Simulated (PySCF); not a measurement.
This PySCF input asks for the NMR shieldings of `[S@+]([BH3-])(C)/C=C/CF`, C4H10BFS; the geometry comes from GFN2-xTB.

```python
import basis_set_exchange as bse
import numpy as np
from pyscf import gto, dft
from pyscf.prop import nmr

atoms = """
B    -1.909790    1.225143   -0.216021
S    -1.001166   -0.406372   -0.914571
C    -1.815427   -1.690737    0.087346
C     0.511168   -0.269696   -0.001639
C     1.586137    0.327036   -0.489572
C     2.842500    0.533163    0.292017
F     3.932996    0.119448   -0.437124
H    -1.728107    1.187064    0.956739
H    -3.033258    1.066055   -0.552950
H    -1.351003    2.109738   -0.769321
H    -1.950458   -1.326551    1.101187
H    -1.217908   -2.596848    0.066262
H    -2.784790   -1.875567   -0.364287
H     0.465417   -0.653171    1.006617
H     1.601415    0.702557   -1.502325
H     2.845734   -0.038070    1.225892
H     2.999543    1.598840    0.501840
"""
names = dict.fromkeys(["B", "S", "C", "F", "H"], "pcSseg-1")
basis = {el: gto.basis.parse(bse.get_basis(n, elements=[el], fmt="nwchem")) for el, n in names.items()}
mol = gto.M(atom=atoms, basis=basis, charge=0, verbose=0)
mf = dft.RKS(mol, xc="PBE0")
mf.grids.level = 2
mf.grids.alignment = dft.numint.BLKSIZE   # the property module wants whole blocks of grid points
mf.conv_tol = 1e-9
mf.kernel()

calc = nmr.RKS(mf)   # GIAO
C = mf.mo_coeff
Co = C[:, mf.mo_occ > 0]
resp = mf.gen_response(singlet=True, hermi=2)
def vind(x):   # induced exchange potential for any number of trial vectors
    d = np.einsum("pi,xij,qj->xpq", C, 2 * x.reshape(-1, C.shape[1], Co.shape[1]), Co, optimize=True)
    return np.einsum("xpq,pi,qj->xij", resp(d - d.transpose(0, 2, 1)), C, Co, optimize=True).ravel()
mo1, _ = nmr.rhf.solve_mo1(calc, with_cphf=vind)
sigma = calc.kernel(mo1)
for i, s in enumerate(sigma):   # ppm
    print("%2d %-2s %9.2f" % (i, mol.atom_pure_symbol(i), np.trace(s) / 3))
```

**Question.** What are the results?

**Answer.** 
```
 0 B     119.89
 1 S     476.81
 2 C     154.44
 3 C      46.06
 4 C      44.25
 5 C     100.25
 6 F     412.38
 7 H      29.90
 8 H      29.68
 9 H      29.73
10 H      29.51
11 H      29.37
12 H      29.44
13 H      25.97
14 H      25.31
15 H      26.68
16 H      26.24
```

These numbers come from an equivalent density-fitted implementation of the same equations, which agrees with the script to about 0.01 ppm for H and up to a few tenths of a ppm for heavy atoms, so last digits may differ.

Size and cost of the density-fitted run: 176 basis functions, 44 s wall time on 1 thread of an Arm Neoverse N1, shared host; peak memory 0.8 GiB.
